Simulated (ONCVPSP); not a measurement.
**What one change does to a pseudopotential (krypton, ONCV)**

ONCVPSP 4.0.1 input, shortened (lines: element, Z, core and valence counts, functional; n l f; lmax; l rc ep ncon nbas qcut; lloc lpopt rc5 dvloc0; l nproj debl; icmod fcfact rcfact), LDA (Perdew-Wang 92), scalar-relativistic:

```
  Kr 36.00    6    2  -001012      upf
    1    0    2.00
    2    0    2.00
    2    1    6.00
    3    0    2.00
    3    1    6.00
    3    2   10.00
    4    0    2.00
    4    1    6.00
    2
    0    1.45    0.00    3    7    4.60
    1    1.20    0.00    4    7    7.00
    2    1.20    0.04    3    8    7.50
    1    5    1.20    0.00
    0    3    3.70
    1    0    3.40
    2    2    3.90
    3    4.00    1.20
```

All-electron outer shells of the reference configuration (LDA (PZ), scalar-relativistic, ld1.x):

| shell | level (eV) | outermost node (bohr) | outermost maximum (bohr) |
| --- | --- | --- | --- |
| 3p | -194.91 | 0.20 | 0.46 |
| 3d | -81.71 | – | 0.41 |
| 4s | -23.22 | 0.64 | 1.34 |
| 4p | -9.39 | 0.67 | 1.55 |

Change: s: qcut 5.2; p: qcut 7.9; d: qcut 8.4.

Cutoffs: the cutoffs (Ha) at which the residual kinetic energy of the hardest occupied pseudo-wave falls to 1 and 0.1 mHa per electron; they do not see the model core or the augmentation charge, which bear on the density cutoff. Errors are all-electron minus pseudo energies relative to the spin-unpolarised reference configuration.

Predict the effect on cutoff, ghosts and configuration errors.

The potential gets softer (73 Ha and 102 Ha → 38 Ha and 99 Ha); both files keep a bound ghost (d); the errors of the 4 common tests hardly move.

```csv
quantity,base,changed
"cutoff, loose",73 Ha,38 Ha
"cutoff, tight",102 Ha,99 Ha
loose cutoff by channel,"s 31 Ha, p 73 Ha","s 14 Ha, p 38 Ha"
bound ghosts,d,d
GHOST(+) flags under 300 eV,none,s at 199.5 eV
"error for 4s2 4p5, meV [ΔE 14.43 eV]",+1.2,+1.2
"error for 4s2 4p4, meV [ΔE 39.77 eV]",+12,+12
"error for 4s2 4p3, meV [ΔE 77.04 eV]",+39,+37
"error for 4s2 4p2, meV [ΔE 127.12 eV]",+85,+77
s: phases at 1.47 bohr within 0.05 rad from the reference energy up to (Ha; the scan ends near 5),to the end of the scan,to the end of the scan
p: phases at 1.22 bohr within 0.05 rad from the reference energy up to (Ha; the scan ends near 5),2.1,1.8
d: phases at 1.22 bohr within 0.05 rad from the reference energy up to (Ha; the scan ends near 5),to the end of the scan,to the end of the scan
"rms error of d²Exc/dni dnj with the model core, mHa",2.39,2.56
```

 A true bound ghost makes a file unfit for plane-wave use even where its test errors are small: the radial tests pick states by their node count and pass the ghost by.
